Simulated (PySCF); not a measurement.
# Calculated NMR data

[PySCF 2.14.0 with density-fitted response routines: GFN2-xTB geometry; shielding tensors at PBE0/pcSseg-1 (GIAO); equivalent nuclei averaged; gas phase; no relativistic terms; single conformer]

Scale: 1H and 13C against TMS (reference shieldings calculated alike). Where no couplings were computed, multiplicities follow the n + 1 count of equivalent neighbours, and m marks all less simple cases (inequivalent or close neighbours, rings, F or P nearby). Acid and N–H amide carbonyl carbons lie up to 10 ppm further downfield in solution (hydrogen bonding). Shifts are as computed. Against solution values, carbons near 30 ppm lie about +3 ppm off and those near 130 ppm about +5 ppm. Of 1211 compounds with measured shifts, 218 miss one by over three times the rms of a fit or turn the order of signals round; such compounds aren't used in these exercises. OH and NH positions are gas-phase values without hydrogen bonding to other molecules.

Compound 1 (C8H12O). 1H NMR (600 MHz, computed): δ 6.03 (s, 1H), 2.56 (m, 2H), 2.32 (m, 2H), 2.29 (sept, 1H), 1.25 (d, 6H). 13C{1H} NMR (computed): δ 210.3 (C), 196.4 (C), 133.8 (CH), 37.2 (CH2), 36.7 (CH), 34.3 (CH2), 23.9 (CH3). Structure: SMILES CC(C)C1=CC(=O)CC1.

Compound 2 (C7H14N2Si). 1H NMR (600 MHz, computed): δ 4.86 (s, 2H), 4.14 (m, 1H), 4.06 (m, 1H), 3.77 (s, 2H), 2.74 (s, 3H), 2.03 (s, 3H), 0.74 (br s, 2H). 13C{1H} NMR (computed): δ 159.8 (C), 94.2 (CH2), 87.5 (C), 84.7 (C), 45.0 (CH2), 37.3 (CH3), 4.6 (CH3). Structure: `C=C([SiH2]N)N(C)CC#CC`.

Compound 3 (C4H8O2Si2). 1H NMR (600 MHz, computed): δ 6.35 (br s, 1H), 4.50 (t, 2H), 3.98 (t, 3H), 0.27 (m, 2H). 13C{1H} NMR (computed): δ 157.6 (C), 102.7 (C), 98.6 (C), -9.7 (CH2). Structure: SMILES C(C(=O)O)#C[SiH2]C[SiH3].
